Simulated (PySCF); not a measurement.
A GIAO shielding run with PySCF (density fitting, non-relativistic, gas phase) on SMILES C=CC[C@H](C#N)S[SiH3], C$_{5}$H$_{9}$NSSi:

```
$ OMP_NUM_THREADS=1 python probes_run.py task.json out

{"job": {"kind": "nmr", "xc": "PBE0", "basis": "pcSseg-1"}, "charge": 0, "multiplicity": 1}
C     -3.166632     0.018794     0.124399
C     -1.935427    -0.155757     0.565197
C     -0.731363     0.508886    -0.028139
C      0.175007    -0.530420    -0.703168
C      0.696661    -1.475533     0.239718
N      1.147438    -2.194831     1.007381
S      1.583798     0.273726    -1.595873
Si     3.027181     0.674688    -0.047306
H     -3.386611     0.678479    -0.699421
H     -4.007024    -0.482250     0.572722
H     -1.732351    -0.826087     1.390522
H     -1.028550     1.242600    -0.779226
H     -0.164998     1.020252     0.755394
H     -0.375827    -1.059951    -1.486636
H      3.920453     1.589245    -0.734809
H      3.649098    -0.578105     0.348512
H      2.322149     1.308294     1.060822
```

Hardware: 1 thread of an Arm Neoverse V1, shared host. The job also computes population analyses, field gradients.

Q: How large is the calculation?

A: 76 electrons, 195 basis functions and 1051 auxiliary functions.

Q: How long does it take, and how much memory does it need?

A: 46 s of wall time, with 14 SCF cycles and 5 response iterations; peak memory 0.86 GiB. Times on a shared host scatter by some tens of per cent.
